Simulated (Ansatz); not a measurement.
`OB(F)F` + NH₃ → `NB(O)F` + H–F at 400 K and 1 bar (ligand exchange at a B–F bond).

Calculated with Ansatz (gas phase, PBE0-D4/def2-TZVP geometries, no zero-point term in ΔE). CCSD(T)/CBS adds triple-zeta CCSD(T) − MP2 to the extrapolated MP2 energy (def2 sets, frozen cores). This one scheme is used for every species. Each species was taken in one conformer, which may not be the lowest.

| species | CCSD(T)/CBS energy (Eh) | H − E (kJ/mol) | S (J/(mol·K)) |
| --- | --- | --- | --- |
| `OB(F)F` | -300.33752 | 83.9 | 290.6 |
| NH₃ | -56.50880 | 104.2 | 203.1 |
| `NB(O)F` | -256.43442 | 150.8 | 306.7 |
| H–F | -100.39570 | 36.5 | 182.2 |

H − E and S are ideal-gas, rigid-rotor, harmonic terms from PBE0-D4/def2-TZVP, for one conformer and one mirror image of each species. 1 Eh = 2625.50 kJ/mol, R = 8.31446 J/(mol·K).

By hand: ΔE, ΔH, ΔS and ΔG.

ΔE = (-256.43442) + (-100.39570) − (-300.33752) − (-56.50880) = 0.01620 Eh = 42.5 kJ/mol. Δ(H − E) = 150.8 + 36.5 − 83.9 − 104.2 = -0.8, so ΔH = 41.7 kJ/mol. ΔS = 306.7 + 182.2 − 290.6 − 203.1 = -4.8 J/(mol·K). ΔG = 41.7 − 400 × (-4.8)/1000 = 43.6 kJ/mol.

By hand: the equilibrium constant, and the temperature at which ΔG would vanish if ΔH and ΔS stayed fixed.

log₁₀ K = −ΔG/(RT ln 10) = -5.7. ΔH and −TΔS have one sign here, so there is no such temperature. One of them is within its doubt of zero, so this could turn.

The number of gas molecules stays the same, so ΔS is small and ΔH decides. A doubt of 5 kJ/mol in ΔE shifts log₁₀ K by 0.7 here. Other conformers and mirror images would add mixing entropy, several J/(mol·K) or more a flexible species. These are equilibria of isolated gas molecules and say nothing of rates. Largest T1 diagnostic: 0.012 (customary marks: 0.02 for closed shells, 0.045 for open ones).
